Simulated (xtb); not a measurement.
A run for xtb: GFN-FF on SiH4 (SMILES [SiH4]).

```
$ xtb mol.xyz --gfnff --sp --chrg 0 --uhf 0
5

Si     0.00000000    -0.00000000    -0.00000000
H      0.85467615     0.85467615     0.85467615
H     -0.85467615    -0.85467615     0.85467615
H     -0.85467615     0.85467615    -0.85467615
H      0.85467615    -0.85467615    -0.85467615
```

Question: Predict the final total energy.

Answer: -0.4300 hartree.
